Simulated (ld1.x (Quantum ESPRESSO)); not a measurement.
**Ranking TM potentials for Rh (Z = 45)**

All share these settings but for the change named:

Rh, norm-conserving Troullier–Martins (Kleinman–Bylander form), made with ld1.x (Quantum ESPRESSO) 7.5 (PBE, scalar-relativistic). Core [Kr], reference 4d7.5 5s0 5p0 (charge +1.5). Waves: 5s (bound, empty): rc 1.80 bohr; 5p (bound, empty): rc 2.50 bohr; 4d (bound): rc 1.20 bohr. Local part: all-electron potential smoothed inside 2.50 bohr (lloc = -2). Core correction: none.

Test errors are all-electron minus pseudo excitation energies from the reference, over 4d8 5s1 5p0; 4d8 5s0 5p0; 4d7 5s0 5p0; 4d8 5s0 5p1; 4d7 5s2 5p0; 4d6 5s0 5p0; 4d9 5s0 5p0. None of these files shows a bound ghost.

The base gives 241.9 meV.

Of 10 variants that were run, those that failed, showed a ghost or another fault, or gave nearly equal values are left out.

A variant can come out equal or close to the base, since the largest error may sit in a test that the change hardly touches while other tests move.

Rank these variants by their largest absolute test error, smallest first.
A. core correction a·sin(br)/r model core inside 0.98 bohr
B. local potential the s channel
C. wave 5s (bound): rc 1.80 bohr becomes 5s (bound): rc 2.72 bohr

C (241.9 meV), B (290.5 meV), A (395.7 meV).
